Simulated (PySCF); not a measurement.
FH6NOSi2, SMILES O[Si@H](N)[SiH2]F.

The structure is a stationary point at r2SCAN-D4/def2-SVP. The structure was generated by enumeration; whether it is a known compound was not checked. Other conformers were not sampled.

Two levels are set side by side: TDA-PBE/def2-SVPD (PySCF) and TDA-LC-ωPBE/def2-SVPD (PySCF). Vertical, same geometry. The lowest singlet is HOMO→LUMO 96 % with PBE and HOMO→LUMO 78 %, HOMO−1→LUMO 14 % with the other functional; states are paired by order. Differences are taken from unrounded values.

```
quantity                               TDA-PBE
-------------------------------------  -------
lowest singlet excitation (eV)            5.10
lowest triplet excitation (TDA) (eV)      4.64
first bright state (f over 0.05) (eV)     6.58
its oscillator strength                   0.05
```

Task: These are the TDA-PBE values. What does TDA-LC-ωPBE give? (The exact figures need the calculation; the answer reports its results.)

Result: 
```csv
quantity,TDA-LC-ωPBE,TDA-PBE minus TDA-LC-ωPBE
lowest singlet excitation (eV),6.36,-1.26
lowest triplet excitation (TDA) (eV),5.44,-0.81
first bright state (f over 0.05) (eV),7.58,-1.00
its oscillator strength,0.08,-0.03
```

Functionals without exact exchange tend to place singlet excitations lower, as here. Differences between two approximate levels are no errors against the true value.

Rough cost on one machine, each run with all the roots and properties that it gave: TDA-LC-ωPBE against TDA-PBE about 3 times.
